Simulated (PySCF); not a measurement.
Vertical excitations of a molecule ClH6NOSi2 from TDDFT-ωB97X/def2-SVPD run with PySCF 2.14.0, as energy in eV (oscillator strength): 7.07 (0.013), 7.92 (0.018), 8.25 (0.075), 8.26 (0.008), 8.50 (0.007), 8.65 (0.025), 8.78 (0.025), 8.89 (0.061), 8.96 (0.033), 9.00 (0.050). Lowest triplet (TDA): 6.80 eV. Geometry: r2SCAN-D4/def2-SVP. The values are those of a single conformer.

Question: Which molecule gave these data?
(A) N[Si@@H](Cl)O[SiH3]
(B) O[Si@H](Cl)N[SiH3]
(C) N[SiH2][Si@H](O)Cl
(D) N[SiH2]O[SiH2]Cl

Answer: B, O[Si@H](Cl)N[SiH3]
